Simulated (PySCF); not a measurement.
This PySCF input asks for the NMR shieldings of `InChI=1S/C6H12P2/c1-4-8(5-7)6(2)3/h4H,1-2,5,7H2,3H3`; the geometry comes from GFN2-xTB.

```python
import basis_set_exchange as bse
import numpy as np
from pyscf import gto, dft
from pyscf.prop import nmr

atoms = """
C    -2.293132    1.433068   -0.176804
C    -1.340158    1.118774   -1.040787
P    -0.406265   -0.443452   -1.032720
C     1.249985    0.307762   -1.461480
P     2.646816   -0.913976   -1.366512
C    -0.206335   -0.683985    0.780684
C    -0.682552   -1.810483    1.295908
C     0.465677    0.369280    1.605138
H    -2.534594    0.793076    0.657056
H    -2.864973    2.343554   -0.263260
H    -1.130961    1.759509   -1.890673
H     1.197367    0.649453   -2.501799
H     1.480905    1.177908   -0.839416
H     1.989873   -1.913880   -2.081553
H     2.270077   -1.494455   -0.153886
H    -0.625755   -2.029951    2.351381
H    -1.147048   -2.558670    0.674588
H     0.290262    0.192901    2.664665
H     0.092638    1.359061    1.344544
H     1.543025    0.355186    1.431891
"""
names = dict.fromkeys(["C", "P", "H"], "pcSseg-1")
basis = {el: gto.basis.parse(bse.get_basis(n, elements=[el], fmt="nwchem")) for el, n in names.items()}
mol = gto.M(atom=atoms, basis=basis, charge=0, verbose=0)
mf = dft.RKS(mol, xc="PBE0")
mf.grids.level = 2
mf.grids.alignment = dft.numint.BLKSIZE   # the property module wants whole blocks of grid points
mf.conv_tol = 1e-9
mf.kernel()

calc = nmr.RKS(mf)   # GIAO
C = mf.mo_coeff
Co = C[:, mf.mo_occ > 0]
resp = mf.gen_response(singlet=True, hermi=2)
def vind(x):   # induced exchange potential for any number of trial vectors
    d = np.einsum("pi,xij,qj->xpq", C, 2 * x.reshape(-1, C.shape[1], Co.shape[1]), Co, optimize=True)
    return np.einsum("xpq,pi,qj->xij", resp(d - d.transpose(0, 2, 1)), C, Co, optimize=True).ravel()
mo1, _ = nmr.rhf.solve_mo1(calc, with_cphf=vind)
sigma = calc.kernel(mo1)
for i, s in enumerate(sigma):   # ppm
    w = np.linalg.eigvalsh((s + s.T) / 2)
    print("%2d %-2s iso %8.1f  s11 %8.1f  s22 %8.1f  s33 %8.1f" % (i, mol.atom_pure_symbol(i), w.mean(), *w))
```

**Question.** What are the results?

**Answer.** 
```
 0 C  iso     59.0  s11    -57.7  s22     64.5  s33    170.2
 1 C  iso     37.2  s11    -81.8  s22     43.9  s33    149.5
 2 P  iso    326.3  s11    289.9  s22    341.6  s33    347.4
 3 C  iso    174.5  s11    165.0  s22    173.6  s33    185.0
 4 P  iso    499.9  s11    434.3  s22    477.1  s33    588.4
 5 C  iso     34.4  s11    -77.9  s22     18.8  s33    162.3
 6 C  iso     43.7  s11    -75.0  s22     65.9  s33    140.1
 7 C  iso    167.8  s11    155.7  s22    161.9  s33    185.7
 8 H  iso     26.2  s11     22.4  s22     24.7  s33     31.5
 9 H  iso     25.8  s11     22.5  s22     24.9  s33     29.9
10 H  iso     25.3  s11     22.4  s22     24.4  s33     29.2
11 H  iso     30.5  s11     24.9  s22     28.9  s33     37.8
12 H  iso     30.2  s11     26.1  s22     29.3  s33     35.3
13 H  iso     29.1  s11     24.8  s22     27.3  s33     35.3
14 H  iso     29.2  s11     23.3  s22     30.4  s33     33.9
15 H  iso     25.4  s11     21.4  s22     24.7  s33     30.0
16 H  iso     25.5  s11     21.3  s22     24.5  s33     30.7
17 H  iso     29.9  s11     25.8  s22     27.8  s33     36.1
18 H  iso     29.4  s11     24.7  s22     30.1  s33     33.5
19 H  iso     30.0  s11     24.8  s22     30.6  s33     34.5
```

These numbers come from an equivalent density-fitted implementation of the same equations, which agrees with the script to about 0.01 ppm for H and up to a few tenths of a ppm for heavy atoms, so last digits may differ.

Size and cost of the density-fitted run: 210 basis functions, roughly 90 core-seconds.
